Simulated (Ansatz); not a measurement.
System: sum formula Si2H3F2, net charge 0, doublet state. It need not be the lowest isomer of its formula. 
Structure (B3LYP-D3(BJ)/def2-TZVP (Ansatz, a quantum-chemistry and plane-wave program) minimum search):
```xyz
7

F      1.9181     1.2415     0.1939
Si     1.1664    -0.1098    -0.2841
Si    -1.1169     0.0643     0.2927
F     -1.8637    -1.1765    -0.4137
H      1.8848    -1.2481     0.3553
H     -1.3890    -0.0229     1.7474
H     -1.6780     1.3231    -0.2443
```
Charge 0, spin multiplicity 2.

Basis-set convergence of Hartree-Fock and MP2 correlation energies (hartree) with Ansatz. Correlated levels leave the core frozen unless marked. Open shells are spin-unrestricted. Spin-orbit coupling is left out. No relativistic terms.

| basis | functions | E(HF) | E(corr, MP2) |
|---|---|---|---|
| cc-pV(D+d)Z | 89 | -778.57156 | -0.54589 |
| cc-pV(T+d)Z | 180 | -778.68126 | -0.71927 |
| cc-pV(Q+d)Z | 328 | -778.70869 | -0.78462 |

Extrapolating the two largest sets (X = 3 and 4) as X^-3: E(corr) = (64·(-0.78462) - 27·(-0.71927))/37 = -0.8323 Eh, an estimate of the basis-set limit. The largest set recovers 94.3 % of it, the smallest 65.6 %.
